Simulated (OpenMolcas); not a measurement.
Ni VIII: effect of the level shift or regulariser

```yaml
Program: OpenMolcas
Basis: ANO-RCC-VTZP [6s5p3d2f1g]
Scalar_Hamiltonian: DKH2, point nucleus
Active_space: 3 electrons in 5 orbitals (3d)
State_averaging: 2S+1 = 4 even, 10 roots; 2S+1 = 2 even, 40 roots
Spin-orbit_coupling: RASSI with atomic mean-field integrals over the reference wave functions, term energies averaged over their components
```

Methods on the same reference wave functions:
A. CASSCF
B. MS-CASPT2, IPEA 0.25 Eh, imaginary shift 0.1 Eh (closed shells correlated: 3s 3p)
C. MS-CASPT2, IPEA 0.25 Eh, real shift 0.2 Eh (closed shells correlated: 3s 3p)
D. MS-CASPT2, IPEA 0.25 Eh, sigma2 regulariser 0.3 Eh (closed shells correlated: 3s 3p)

Energies in eV above 3d3 4F 3/2, the measured ground level; measured values from Corliss and Sugar, J. Phys. Chem. Ref. Data 10, 197 (1981).

```tsv
Level	A	B	C	D	Measured
3d3 4F 3/2	0.0000	0.0000	0.0000	0.0000	0.0000
3d3 4F 5/2	0.1212	0.1226	0.1226	0.1226	0.1255
3d3 4F 7/2	0.2823	0.284	0.284	0.284	0.2708
3d3 4F 9/2	0.4762	0.477	0.477	0.477	0.4613
3d3 4P 1/2	3.4990	3.009	3.009	3.009	2.8840
3d3 4P 3/2	3.5309	3.038	3.039	3.038	2.9397
3d3 2G 7/2	3.6309	3.288	3.288	3.288	
3d3 4P 5/2	3.6929	3.202	3.203	3.202	3.0586
3d3 2G 9/2	3.7773	3.441	3.441	3.441	
3d3 2P 3/2 [50 %]	4.7583	4.162	4.167	4.162	
3d3 2P 1/2	4.7722	4.234	4.243	4.234	
3d3 2H 9/2	4.8066	4.584	4.581	4.584	
3d3 2H 11/2	4.9057	4.688	4.686	4.688	
3d3 2D 3/2(1) [54 %]	5.3214	4.686	4.690	4.685	
3d3 2D 5/2(1)	5.3365	4.638	4.639	4.638	
3d3 2F 7/2	8.1324	7.333	7.334	7.333	
3d3 2F 5/2	8.1983	7.398	7.399	7.398	
3d3 2D 5/2(2)	12.6580	11.470	11.471	11.470	
3d3 2D 3/2(2)	12.7367	11.546	11.546	11.546
```

Deviations, from unrounded energies. A percentage is the sum of absolute deviations over the sum of measured energies, with the sign that they share, or ± where signs differ.

```json
{"Against measurement": "mean absolute deviation (cm-1)", "Levels": "6", "A": "2500", "B": "540", "C": "540", "D": "540"}
{"Against measurement": "fine structure of the ground term (%)", "Levels": "3", "A": "±3.6", "B": "±3.7", "C": "±3.7", "D": "±3.7"}
{"Against measurement": "other terms of the ground configuration (%)", "Levels": "3", "A": "+20.7", "B": "+4.1", "C": "+4.2", "D": "+4.1"}
```

B, C, D lie about equally close to measurement and A furthest from it. The largest miss of D in the table is 3d3 4P 5/2, by +1200 cm-1. The ranking rests on the paired levels alone, and a cruder setting can come out closer through cancelling errors.

Among B to D the level of the table that moves most is 3d3 2P 1/2, by 78 cm-1 (lowest in D, highest in C). Moves below CASPT2's spread within the term are not significant.

The two smallest mean deviations differ by little beside CASPT2's spread within terms, so their order carries little weight.

From A to B the spin-free energies of the other terms of 3d3 shown, above 4F, scale by factors of 0.85 to 0.95, as is usual when dynamic correlation screens the repulsion within a d or f shell.

The lowest spin-free term lies below A's lowest term by 0.320 hartree in B, 0.320 hartree in C, 0.320 hartree in D.

Term energies are means over components that CASPT2 splits; among the terms shown or strongly mixed into the levels shown the widest spread is 740 cm-1 (3d3 4F, D). Without dynamic correlation excited terms often stand tens of per cent too high (terms of higher spin than the ground term too low), and those without a measured partner can miss by more than the paired ones (holds for A). Computed and measured levels are paired by configuration, term and J; levels that our copy of the source lacks, or whose pairing is in doubt (as where it misses far off the trend of its configuration), stay unpaired and out of the deviations. Only configurations of the active space appear.

A share in square brackets marks a mixed level and gives the weight of the term that names it, the lowest over the columns. A number in round brackets counts repeated terms of one configuration in the order of the reference energies.
